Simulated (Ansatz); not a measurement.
Computed with Ansatz (an electronic-structure program) with frozen-core CCSD(T)/cc-pVTZ // B3LYP-D3(BJ)/def2-TZVP. The geometry is that of the parent before the electron was removed.

Ansatz 0.2 input:
```yaml
crystal:
  periodic: [false, false, false]
  atoms:
    - { symbol: C, position_ang: [0.597303, -1.1949, 0.277829] }
    - { symbol: B, position_ang: [0.148303, 0.298605, 0.448516] }
    - { symbol: C, position_ang: [-1.340245, 0.734063, 0.200755] }
    - { symbol: S, position_ang: [1.301248, 1.603722, 0.912319] }
    - { symbol: H, position_ang: [0.653178, -1.418071, -0.794969] }
    - { symbol: H, position_ang: [-0.148324, -1.883862, 0.685565] }
    - { symbol: H, position_ang: [1.568299, -1.4381, 0.710718] }
    - { symbol: H, position_ang: [-1.707999, 0.327826, -0.746697] }
    - { symbol: H, position_ang: [-1.973971, 0.292277, 0.978491] }
    - { symbol: H, position_ang: [-1.514616, 1.810576, 0.204165] }
    - { symbol: H, position_ang: [2.416837, 0.867871, 1.061882] }
basis:
  gaussian: { orbitals: cc-pVTZ }
correlation:
  method: ccsd_t
total_charge: 1
magnetization:
  spin_polarized: true
  initial_magnetization: 1
```

Output:

```
Functional definition: HF
1240 factors; integrals over basis functions are off by at most 1.1e-3 eV
mean field evaluation 1: about -13648.3356 eV, gradient 3.4e1 eV
mean field evaluation 2: about -13648.3375 eV, gradient 3.4e1 eV
mean field evaluation 4: about -13654.5593 eV, gradient 2.7e0 eV
mean field evaluation 8: about -13654.6479 eV, gradient 5.8e-4 eV
mean field evaluation 16: about -13654.6467 eV, gradient 2.0e-1 eV
mean field evaluation 32: about -13652.8053 eV, gradient 6.7e-1 eV
mean field evaluation 64: about -13652.8395 eV, gradient 4.1e-1 eV
mean field evaluation 96: about -13653.3197 eV, gradient 1.5e-1 eV
mean field evaluation 128: about -13652.8041 eV, gradient 3.7e-1 eV
mean field evaluation 160: about -13653.3209 eV, gradient 1.7e-2 eV
mean field evaluation 192: about -13650.2257 eV, gradient 1.8e-1 eV
mean field evaluation 224: about -13652.7738 eV, gradient 1.6e-4 eV
mean field -13654.64787256 eV, -501.7990538639 hartree, gradient 2.9e-6 eV, S^2 0.763533; 8 other end points of the search recorded, 0 dependent functions left out
determinant -13654.64787256 eV, -501.7990538639 hartree, with singles and doubles -13672.57333930 eV, -502.4578026161 hartree
determinant -13653.32090011 eV, -501.7502885256 hartree, with singles and doubles -13671.58647425 eV, -502.4215359945 hartree
determinant -13652.81118785 eV, -501.7315569456 hartree, with singles and doubles -13671.07407750 eV, -502.4027057613 hartree
determinant -13652.77840264 eV, -501.7303521113 hartree, with singles and doubles -13671.19119635 eV, -502.4070097995 hartree
determinant -13652.77375398 eV, -501.7301812765 hartree, with singles and doubles -13671.22437805 eV, -502.4082292046 hartree
8 core orbitals not correlated
reference -13654.64787256 eV, -501.7990538639 hartree; 12, 11 occupied and 202, 203 virtual orbitals, 1240 factors
second order -16.11132006 eV of doubles, -0.00000000 eV of singles
cycle   1  -17.63775172 eV  change    -1.3e0 eV  update   2.5e-2
cycle   2  -17.67256490 eV  change   -3.5e-2 eV  update   5.4e-3
cycle   3  -17.67263892 eV  change   -7.4e-5 eV  update   2.1e-3
cycle   4  -17.67325745 eV  change   -6.2e-4 eV  update   8.9e-4
cycle   5  -17.67344027 eV  change   -1.8e-4 eV  update   4.7e-4
cycle   6  -17.67360413 eV  change   -1.6e-4 eV  update   2.2e-4
cycle   7  -17.67370254 eV  change   -9.8e-5 eV  update   8.9e-5
cycle   8  -17.67370682 eV  change   -4.3e-6 eV  update   4.2e-5
cycle   9  -17.67368733 eV  change    1.9e-5 eV  update   2.9e-5
cycle  10  -17.67367691 eV  change    1.0e-5 eV  update   2.4e-5
perturbative correction -0.68849252 eV, -0.0253016335 hartree
Total energy: -13673.01004199 eV, -502.4738511442 hartree
```

Cost: around 30 core-minutes (rough).
